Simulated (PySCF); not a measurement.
C5H6, charge +1, doublet, geometry from GFN2-xTB (a state made from the parent by changing its charge; the spin is typed, not shown lowest), with bond 9-3 at 1.6 times its length; DF-PBE/6-311G** (PySCF).

The PySCF input:
```python
from pyscf import gto, scf, dft

mol = gto.M(
    atom='''
C    -0.987909    0.718684   -0.179883
C     0.340593    1.135880   -0.136586
C     1.219633   -0.029785    0.098999
C     0.258634   -1.150514    0.185226
C    -1.037660   -0.669217    0.015466
H    -1.840432    1.357167   -0.337740
H     0.692089    2.148207   -0.254592
H     1.826716    0.076291    1.007253
H     2.403110   -0.252130   -1.179299
H     0.537003   -2.178223    0.354359
H    -1.934426   -1.264980    0.031330
''',
    basis='6-311g**',
    charge=1,
    spin=1,
    verbose=4,
)

mf = dft.UKS(mol)
mf.xc = 'pbe'
mf.init_guess = 'huckel'
mf = mf.density_fit(auxbasis='def2-universal-jkfit')
mf.kernel()
mf.analyze()
```

The log (banner, timings and long lists left out):

```
PySCF version 2.14.0

[INPUT] verbose = 4
[INPUT] num. atoms = 11
[INPUT] num. electrons = 35
[INPUT] charge = 1
[INPUT] spin (= nelec alpha-beta = 2S) = 1
[INPUT] symmetry False subgroup None
[INPUT] Mole.unit = angstrom
[INPUT] Symbol           X                Y                Z      unit          X                Y                Z       unit  Magmom
[...]
nuclear repulsion = 154.924082915217
number of shells = 64
number of NR pGTOs = 203
number of NR cGTOs = 126
basis = 6-311g**
ecp = {}

******** <class 'pyscf.df.df_jk.DFUKS'> ********
method = DFUKS
initial guess = huckel
damping factor = 0
level_shift factor = 0
DIIS = <class 'pyscf.scf.diis.CDIIS'>
diis_start_cycle = 1
diis_space = 8
diis_damp = 0
SCF conv_tol = 1e-09
SCF conv_tol_grad = None
SCF max_cycles = 50
direct_scf = False
number electrons alpha = 18  beta = 17
XC library pyscf.dft.libxc version 7.1.2
    S. Lehtola, C. Steigemann, M. J. T. Oliveira, and M. A. L. Marques,  SoftwareX 7, 1–5 (2018)
XC functionals = pbe
    J. P. Perdew, K. Burke, and M. Ernzerhof,  Phys. Rev. Lett. 77, 3865 (1996)
    J. P. Perdew, K. Burke, and M. Ernzerhof,  Phys. Rev. Lett. 78, 1396 (1997)
    J. P. Perdew, K. Burke, and M. Ernzerhof,  Phys. Rev. Lett. 77, 3865 (1996)
    J. P. Perdew, K. Burke, and M. Ernzerhof,  Phys. Rev. Lett. 78, 1396 (1997)
radial grids:
    Treutler-Ahlrichs [JCP 102, 346 (1995); DOI:10.1063/1.469408] (M4) radial grids

becke partition: Becke, JCP 88, 2547 (1988); DOI:10.1063/1.454033
pruning grids: <function nwchem_prune>
grids dens level: 3
symmetrized grids: False
atomic radii adjust function: <function treutler_atomic_radii_adjust>
small_rho_cutoff = 0
Set gradient conv threshold to 3.16228e-05
Initial guess from on-the-fly Huckel, doi:10.1021/acs.jctc.8b01089.
Spherically averaged atomic HF for {'H', 'C'}

******** <class 'pyscf.scf.atom_hf.AtomSphAverageRHF'> ********
method = AtomSphAverageRHF
initial guess = minao
damping factor = 0
level_shift factor = 0
DIIS = <class 'pyscf.scf.diis.CDIIS'>
diis_start_cycle = 1
diis_space = 8
diis_damp = 0
SCF conv_tol = 1e-09
SCF conv_tol_grad = None
SCF max_cycles = 50
direct_scf = True
direct_scf_tol = 1e-13
atom = C
Set gradient conv threshold to 3.16228e-05
Initial guess from minao.
init E= -37.2816343044044
cycle= 1 E= -37.3259062926095  delta_E= -0.0443  |g|=    0  |ddm|= 0.388
cycle= 2 E= -37.3303559057107  delta_E= -0.00445  |g|=    0  |ddm|= 0.172
cycle= 3 E= -37.3309164465801  delta_E= -0.000561  |g|=    0  |ddm|= 0.0339
cycle= 4 E= -37.3309215208154  delta_E= -5.07e-06  |g|=    0  |ddm|= 0.00772
cycle= 5 E= -37.3309215257751  delta_E= -4.96e-09  |g|=    0  |ddm|= 0.000226
cycle= 6 E= -37.3309215257852  delta_E= -1.01e-11  |g|=    0  |ddm|= 6.41e-06
Extra cycle  E= -37.3309215257852  delta_E= 4.97e-14  |g|=    0  |ddm|= 9.13e-09
Atomic HF for atom  C  converged. SCF energy = -37.3309215257852

******** 1 electron system ********
Atomic HF for atom  H  converged. SCF energy = -0.499809815273282

tot grids = 129440
init E= -190.52232805884
cycle= 1 E= -190.761108462887  delta_E= -0.239  |g|= 2.11  |ddm|= 2.68
cycle= 2 E= -183.844603855343  delta_E= 6.92  |g|= 3.77  |ddm|= 15.8
cycle= 3 E= -193.414299586721  delta_E= -9.57  |g|= 0.313  |ddm|= 15.6
cycle= 4 E= -193.169187980297  delta_E= 0.245  |g|= 0.649  |ddm|= 0.909
cycle= 5 E= -193.493165303034  delta_E= -0.324  |g|= 0.0972  |ddm|= 0.574
cycle= 6 E= -193.499229162875  delta_E= -0.00606  |g|= 0.0517  |ddm|= 0.133
cycle= 7 E= -193.500893557707  delta_E= -0.00166  |g|= 0.0284  |ddm|= 0.0619
cycle= 8 E= -193.501341418558  delta_E= -0.000448  |g|= 0.00813  |ddm|= 0.0188
cycle= 9 E= -193.501409227422  delta_E= -6.78e-05  |g|= 0.00166  |ddm|= 0.0113
cycle= 10 E= -193.501411713989  delta_E= -2.49e-06  |g|= 0.00078  |ddm|= 0.00264
cycle= 11 E= -193.50141281655  delta_E= -1.1e-06  |g|= 0.000346  |ddm|= 0.00149
cycle= 12 E= -193.501413164932  delta_E= -3.48e-07  |g|= 0.000184  |ddm|= 0.000992
cycle= 13 E= -193.501413235632  delta_E= -7.07e-08  |g|= 0.000228  |ddm|= 0.000525
cycle= 14 E= -193.501413295148  delta_E= -5.95e-08  |g|= 7.66e-05  |ddm|= 0.00037
cycle= 15 E= -193.50141330297  delta_E= -7.82e-09  |g|= 8.17e-05  |ddm|= 0.000169
cycle= 16 E= -193.50141331037  delta_E= -7.4e-09  |g|= 2.1e-05  |ddm|= 0.000189
cycle= 17 E= -193.501413310436  delta_E= -6.61e-11  |g|= 1.73e-05  |ddm|= 2.55e-05
Extra cycle  E= -193.501413310107  delta_E= 3.29e-10  |g|= 2.83e-05  |ddm|= 4.21e-05
converged SCF energy = -193.501413310107  <S^2> = 0.75712014  2S+1 = 2.0071075
**** SCF Summaries ****
Total Energy =                        -193.501413310106699
Nuclear Repulsion Energy =             154.924082915216928
One-electron Energy =                 -558.026974582027947
Two-electron Energy =                  209.601478356704320
Two-electron Coulomb Energy =          238.292503229390377
DFT Exchange-Correlation Energy =      -28.691024872686071
**** MO energy ****
                             alpha | beta                alpha | beta
[...]
To work with the spin densities directly, `use mulliken_meta_spin()` only printing them here.

 ** Mulliken spin pop alpha/beta on meta-lowdin orthogonal AOs **
 ** Mulliken Spin Density (per AO)  **
spin_pop of  0 C 1s       -0.00000
spin_pop of  0 C 2s        0.00155
spin_pop of  0 C 3s       -0.00005
spin_pop of  0 C 4s       -0.00000
spin_pop of  0 C 2px      -0.00501
spin_pop of  0 C 2py       0.00184
spin_pop of  0 C 2pz       0.09539
spin_pop of  0 C 3px      -0.00004
spin_pop of  0 C 3py       0.00003
spin_pop of  0 C 3pz       0.00025
spin_pop of  0 C 4px      -0.00000
spin_pop of  0 C 4py       0.00000
spin_pop of  0 C 4pz       0.00000
spin_pop of  0 C 3dxy      0.00001
spin_pop of  0 C 3dyz      0.00004
spin_pop of  0 C 3dz^2    -0.00017
spin_pop of  0 C 3dxz      0.00031
spin_pop of  0 C 3dx2-y2   -0.00002
spin_pop of  1 C 1s       -0.00001
spin_pop of  1 C 2s        0.01889
spin_pop of  1 C 3s       -0.00021
spin_pop of  1 C 4s       -0.00001
spin_pop of  1 C 2px       0.00845
spin_pop of  1 C 2py       0.01756
spin_pop of  1 C 2pz       0.40203
spin_pop of  1 C 3px      -0.00006
spin_pop of  1 C 3py      -0.00009
spin_pop of  1 C 3pz       0.00047
spin_pop of  1 C 4px      -0.00002
spin_pop of  1 C 4py       0.00001
spin_pop of  1 C 4pz       0.00001
spin_pop of  1 C 3dxy      0.00002
spin_pop of  1 C 3dyz     -0.00003
spin_pop of  1 C 3dz^2    -0.00057
spin_pop of  1 C 3dxz      0.00020
spin_pop of  1 C 3dx2-y2    0.00004
spin_pop of  2 C 1s        0.00000
spin_pop of  2 C 2s       -0.00369
spin_pop of  2 C 3s        0.00001
spin_pop of  2 C 4s       -0.00000
spin_pop of  2 C 2px      -0.00227
spin_pop of  2 C 2py      -0.01320
spin_pop of  2 C 2pz      -0.00753
spin_pop of  2 C 3px       0.00001
spin_pop of  2 C 3py       0.00006
spin_pop of  2 C 3pz       0.00010
spin_pop of  2 C 4px       0.00000
spin_pop of  2 C 4py       0.00001
spin_pop of  2 C 4pz      -0.00000
spin_pop of  2 C 3dxy     -0.00007
spin_pop of  2 C 3dyz      0.00048
spin_pop of  2 C 3dz^2    -0.00004
spin_pop of  2 C 3dxz     -0.00003
spin_pop of  2 C 3dx2-y2   -0.00000
spin_pop of  3 C 1s       -0.00001
spin_pop of  3 C 2s        0.01889
spin_pop of  3 C 3s       -0.00021
spin_pop of  3 C 4s       -0.00001
spin_pop of  3 C 2px       0.00863
spin_pop of  3 C 2py       0.01651
spin_pop of  3 C 2pz       0.40289
spin_pop of  3 C 3px      -0.00006
spin_pop of  3 C 3py      -0.00009
spin_pop of  3 C 3pz       0.00046
spin_pop of  3 C 4px      -0.00002
spin_pop of  3 C 4py       0.00001
spin_pop of  3 C 4pz       0.00001
spin_pop of  3 C 3dxy      0.00003
spin_pop of  3 C 3dyz     -0.00003
spin_pop of  3 C 3dz^2    -0.00056
spin_pop of  3 C 3dxz      0.00019
spin_pop of  3 C 3dx2-y2    0.00004
spin_pop of  4 C 1s       -0.00000
spin_pop of  4 C 2s        0.00155
spin_pop of  4 C 3s       -0.00005
spin_pop of  4 C 4s       -0.00000
spin_pop of  4 C 2px      -0.00454
spin_pop of  4 C 2py       0.00131
spin_pop of  4 C 2pz       0.09546
spin_pop of  4 C 3px      -0.00004
spin_pop of  4 C 3py       0.00002
spin_pop of  4 C 3pz       0.00025
spin_pop of  4 C 4px      -0.00000
spin_pop of  4 C 4py       0.00000
spin_pop of  4 C 4pz       0.00000
spin_pop of  4 C 3dxy      0.00002
spin_pop of  4 C 3dyz      0.00005
spin_pop of  4 C 3dz^2    -0.00014
spin_pop of  4 C 3dxz      0.00026
spin_pop of  4 C 3dx2-y2   -0.00003
spin_pop of  5 H 1s       -0.00323
spin_pop of  5 H 2s       -0.00004
spin_pop of  5 H 3s        0.00002
spin_pop of  5 H 2px      -0.00001
spin_pop of  5 H 2py      -0.00001
spin_pop of  5 H 2pz       0.00002
spin_pop of  6 H 1s       -0.01322
spin_pop of  6 H 2s       -0.00014
spin_pop of  6 H 3s        0.00010
spin_pop of  6 H 2px      -0.00000
spin_pop of  6 H 2py      -0.00007
spin_pop of  6 H 2pz       0.00012
spin_pop of  7 H 1s       -0.00180
spin_pop of  7 H 2s       -0.00002
spin_pop of  7 H 3s       -0.00001
spin_pop of  7 H 2px      -0.00001
spin_pop of  7 H 2py       0.00006
spin_pop of  7 H 2pz       0.00000
spin_pop of  8 H 1s       -0.02075
spin_pop of  8 H 2s        0.00001
spin_pop of  8 H 3s       -0.00001
spin_pop of  8 H 2px      -0.00000
spin_pop of  8 H 2py       0.00002
spin_pop of  8 H 2pz      -0.00000
spin_pop of  9 H 1s       -0.01322
spin_pop of  9 H 2s       -0.00014
spin_pop of  9 H 3s        0.00010
spin_pop of  9 H 2px       0.00000
spin_pop of  9 H 2py      -0.00007
spin_pop of  9 H 2pz       0.00012
spin_pop of  10 H 1s       -0.00323
spin_pop of  10 H 2s       -0.00004
spin_pop of  10 H 3s        0.00002
spin_pop of  10 H 2px      -0.00001
spin_pop of  10 H 2py      -0.00001
spin_pop of  10 H 2pz       0.00002
 ** Mulliken Spin Density (per atom)  **
spin density of  0 C =      0.09411
spin density of  1 C =      0.44666
spin density of  2 C =     -0.02616
spin density of  3 C =      0.44667
spin density of  4 C =      0.09412
spin density of  5 H =     -0.00324
spin density of  6 H =     -0.01321
spin density of  7 H =     -0.00177
spin density of  8 H =     -0.02074
spin density of  9 H =     -0.01321
spin density of  10 H =     -0.00324
 ** Mulliken pop alpha/beta on meta-lowdin orthogonal AOs **
 ** Mulliken pop       alpha | beta **
In total            18.00000 | 17.00000
 ** Mulliken atomic charges   ( Nelec_alpha | Nelec_beta ) **
charge of  0C =     -0.02528  (     3.05970      2.96559 )
charge of  1C =      0.05844  (     3.19411      2.74745 )
charge of  2C =     -0.15919  (     3.06652      3.09267 )
charge of  3C =      0.05846  (     3.19410      2.74744 )
charge of  4C =     -0.02528  (     3.05970      2.96558 )
charge of  5H =      0.18055  (     0.40811      0.41134 )
charge of  6H =      0.18249  (     0.40215      0.41536 )
charge of  7H =      0.19345  (     0.40239      0.40416 )
charge of  8H =      0.17333  (     0.40297      0.42371 )
charge of  9H =      0.18249  (     0.40215      0.41536 )
charge of  10H =      0.18055  (     0.40811      0.41134 )

WARN: System has nonzero charge 1; the dipole moment is origin-dependent.
Location of origin: [0. 0. 0.]

Dipole moment(X, Y, Z, Debye):  0.81643, -0.06826, -0.27685
```
